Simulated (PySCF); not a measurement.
Lowest singlet excitation (eV) of eight silicon and germanium compounds: TDA-PBE beside TDA-M06-2X, computed with PySCF for isolated molecules in the bases named; differences from unrounded values. The eight are the first of their class met in an unordered collection, after screening for sound electronic states; none was chosen by its value. Each molecule has one DFT geometry for both levels.

```
molecule                                                   basis  TDA-M06-2X  TDA-PBE  difference
-----------------------------------------------------  ---------  ----------  -------  ----------
CH6ClFSi2, SMILES F[Si@H](Cl)C[SiH3]                   def2-SVPD        8.05     7.16       -0.89
Si(CCH)(Cl)2(Me) (C3H4Cl2Si), SMILES C#C[Si](C)(Cl)Cl  def2-SVPD        5.50     5.81        0.31
C₃H₉FOSi, SMILES CO[Si@@H](C)CF                        def2-SVPD        7.18     6.07       -1.11
C2H5F2NSi, SMILES [SiH](F)(F)/N=C/C                    def2-SVPD        4.24     4.14       -0.10
C2H5FOSi2, SMILES O=C1C[SiH2][Si@@H]1F                 def2-SVPD        2.84     2.68       -0.16
Ge(F)3(OH) (F3GeHO), SMILES [OH][Ge]([F])([F])[F]      def2-SVPD        7.88     6.17       -1.71
C3H12OSi2, SMILES [SiH3][SiH2]OCCC                     def2-SVPD        6.70     5.59       -1.11
Ge(H)3(OAc) (C2H6GeO2), SMILES CC(=O)[O][GeH3]         def2-SVPD        5.77     5.60       -0.17
```

TDA-PBE lies below TDA-M06-2X in 7 and above it in 1 of the eight; the mean signed difference is -0.62 and the largest -1.71 eV.
